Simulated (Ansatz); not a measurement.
CH5F2NOSi, SMILES `NC(F)O[SiH2]F`, relaxed with RKS PBE0-D4/def2-TZVP in Ansatz 0.2.0 from a PBE-D4/def2-SVP geometry. The force threshold is 0.005 eV/Å; the program also tests the step.

The species carries charge 0 and has multiplicity 1.

Start:

```xyz
11

N     1.763    0.310   -1.006
C     0.842    0.338    0.050
F     0.006    1.504    0.046
O    -0.003   -0.759   -0.039
Si   -1.590   -0.770    0.523
F    -1.608   -0.393    2.114
H     1.291    0.291   -1.917
H     2.418    1.097   -0.963
H     1.368    0.380    1.031
H    -2.478    0.195   -0.192
H    -2.009   -2.192    0.354
```

(1) How much energy does the relaxation release, and in how many steps? (An estimate is asked.)

(2) Which bonds change most? (Best estimate.)

(3) Give the relaxed structure. (An estimate is asked.)

Answers

(1) Computed: 8.97 kJ/mol, in 12 steps.

(2) The calculation gave: O4–Si5 from 1.683 to 1.640 Å; Si5–F6 from 1.635 to 1.595 Å; C2–F3 from 1.435 to 1.409 Å; C2–H9 from 1.114 to 1.094 Å.

(3) Ansatz gave: 
```xyz
11

N     1.790    0.278   -0.954
C     0.788    0.392    0.013
F     0.028    1.570   -0.127
O    -0.078   -0.669   -0.101
Si   -1.581   -0.781    0.544
F    -1.500   -0.549    2.119
H     1.398    0.199   -1.884
H     2.445    1.045   -0.908
H     1.221    0.461    1.016
H    -2.512    0.225   -0.002
H    -2.000   -2.171    0.286
```
